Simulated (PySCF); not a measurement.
Species: C₅H₈F₂Si.
Atom-mapped SMILES: `[F:1][CH:2]([F:3])[C@H:4]1[CH:5]=[CH:6][CH2:7][SiH2:8]1`

NICS is the negative of the GIAO shielding at a point without a nucleus: at the ring centre (0) and 1 Å above and below it (1); zz is the component along the ring normal. Level: GIAO PBE0/pcSseg-1 (PySCF, non-relativistic, gas phase) on the GFN2-xTB geometry, one conformer.

Ring bond lengths (Å), with Mayer bond orders in brackets: C4–C5 1.504 (0.99), C5–C6 1.321 (1.90), C6–C7 1.500 (1.04), C7–Si8 1.909 (0.90), Si8–C4 1.920 (0.83).

Q: What do the NICS probes read (ppm)?

A: 
```json
{"ring": "C4–C5–C6–C7–Si8", "type": "5-membered ring with Si; formal bonds 1 double, 4 single", "NICS(0)": "-2.1", "NICS(1), two faces": "-3.1 / -3.0", "NICS(1)zz, two faces": "-2.3 / -1.2", "rms pucker (Å)": "0.01", "centre to ring atoms, mean (Å)": "1.38"}
```

Q: What do they say, and how far can they be read as aromaticity?

A: 
- C4–C5–C6–C7–Si8: mean NICS(1)zz -1.7 ppm, near zero. C4, C7, Si8 have four or more neighbours; no verdict on aromaticity is drawn.

Q: At the second NICS(1) probe listed for ring C4–C5–C6–C7–Si8, 1 Å off the ring, what do the in-plane components average?

A: The isotropic value is a third of the trace: (3 × -3.0 − (-1.2))/2 = -3.9 ppm.

Q: How shielded are the nuclei of the rings and their hydrogens (means over atoms taken as equivalent)?

A: 
| atoms | environment | σ isotropic (ppm) |
| --- | --- | --- |
| C4 | sp3 carbon bound to silicon | 144.5 |
| C5 | alkene CH carbon | 50.2 |
| C6 | alkene CH carbon | 43.4 |
| C7 | sp3 carbon bound to silicon | 169.5 |
| Si8 | SiH2 silicon | 383.9 |
| H on C4 | methine hydrogen | 28.79 |
| H on C5 | vinylic hydrogen | 25.65 |
| H on C6 | vinylic hydrogen | 25.40 |
| H on C7 | methylene hydrogen | 29.91 |
| H on C7 | methylene hydrogen | 29.92 |
| H on Si8 | Si–H hydrogen | 27.37 |
| H on Si8 | Si–H hydrogen | 27.31 |

On Arm Neoverse V1, one thread, shared host with 32 logical CPUs at a one-minute load of 20, this took 40 s wall (grids of density and orbitals included) and 0.83 GiB of memory at its peak. This is the whole shielding run at PBE0/pcSseg-1, SCF included.
